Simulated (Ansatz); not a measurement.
Series SiEtX3: binding per atom (eV) at several levels, gas phase, relaxed structures; Ansatz. Binding counts from free atoms in the multiplicity of their measured ground term, without zero-point energy. A dash marks a value that wasn't run or was left out as unsound. The structures are stationary points that may keep the symmetry of their start. Correlated methods freeze inner cores and use unrestricted references for open shells.

```csv
species,state,geometry,HF/STO-3G,PBE-D4/def2-SVP,PBE-D4/def2-TZVP,B3LYP-D4/6-31G,PBE0-D4/def2-TZVP,MP2/def2-SVP
SiEt(NCO)3 (C5H5N3O3Si),singlet,r2SCAN-D4/def2-SVP,3.16,5.30,5.25,–,5.05,4.88
SiEt(NHMe)3 (C5H17N3Si),singlet,PBE-D4/def2-SVP,3.44,4.03,4.01,3.81,3.95,3.75
SiEt(OAc)3 (C8H14O6Si),singlet,PBE-D4/def2-SVP,–,4.76,4.70,4.31,4.58,4.45
SiEt(NMe2)3 (C8H23N3Si),singlet,PBE-D4/def2-SVP,3.59,4.11,4.07,3.89,4.02,–
```
